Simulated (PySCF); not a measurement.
Ga(Br)2(OH) (Br2GaHO), SMILES [Br][Ga]([Br])[OH].

Geometry optimised at PBE0-D3(BJ)/def2-SVP. The structure was generated by enumeration; whether it is a known compound was not checked. The values are those of a single conformer.

Level of theory: C-PCM-PBE0/def2-SVP in PySCF.

The values are the electrostatic part of the solvation free energy, E(continuum) − E(gas) at the gas-phase geometry, in a cavity of scaled van der Waals radii (PySCF's table); cavitation and dispersion terms are not included. A continuum can't describe solvent molecules that bind to the metal. In vacuum the orbital gap is 6.97 eV. The dipole moment in vacuum is 1.44 D.

Computed values in water (ε = 78.36), acetonitrile (ε = 35.69), chlorobenzene (ε = 5.70):
```json
[
 {"solvent": "water", "ε": "78.36", "ΔG(elec) (kcal/mol)": "-6.4", "dipole (D)": "1.90", "gap (eV)": "7.17"},
 {"solvent": "acetonitrile", "ε": "35.69", "ΔG(elec) (kcal/mol)": "-6.3", "dipole (D)": "1.89", "gap (eV)": "7.16"},
 {"solvent": "chlorobenzene", "ε": "5.70", "ΔG(elec) (kcal/mol)": "-5.3", "dipole (D)": "1.81", "gap (eV)": "7.14"}
]
```
